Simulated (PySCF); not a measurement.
**Hg⁴⁵⁺: fine-structure interval**

Hg⁴⁵⁺ [Ar] 3d10 4s2 4p5 [4p1/2^2 4p3/2^3, M_J = 3/2] → Hg⁴⁵⁺ [Ar] 3d10 4s2 4p5 [4p1/2^1 4p3/2^4, M_J = 1/2], as a difference of total energies. Calculation: PySCF 2.14, in an even-tempered Gaussian basis (16 s from 6 bohr⁻², ratio 2.8; 14 p from 7.8 bohr⁻², ratio 2.8; 8 d from 14 bohr⁻², ratio 2.8; 4 f from 36 bohr⁻², ratio 3); the two-component X2C-1e Hamiltonian. Correlated levels: [Ne] frozen; the 78 highest virtual spinors dropped. "Screened" scales the spin-orbit matrix elements by Boettger's factors to mimic the two-electron term; Breit and QED terms are absent.

```tsv
method	fine-structure interval (cm⁻¹)
GHF (screened spin-orbit)	1155100
GMP2 (screened spin-orbit)	1154500
GHF (bare spin-orbit)	1188800
```
